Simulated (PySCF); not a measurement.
A structure optimised at r2SCAN-D4/def2-SVP, used in a PySCF frequency run:

```xyz
8

In    -0.5850     0.0352     0.3696
Br     1.5395    -0.1035    -0.9588
C     -0.9776    -1.1456     2.1114
H     -0.9602    -2.2084     1.8325
H     -1.9617    -0.8771     2.5181
H     -0.1935    -0.9543     2.8571
O     -1.8455     1.3767    -0.4047
H     -1.4715     1.7978    -1.1923
```

Question: Write its SMILES and formula.

Answer: [CH3][In]([OH])[Br], CH4BrInO

Question: What are its rotational constants (standard atomic weights)?

Answer: 4.4105, 1.2339, 0.97014 GHz
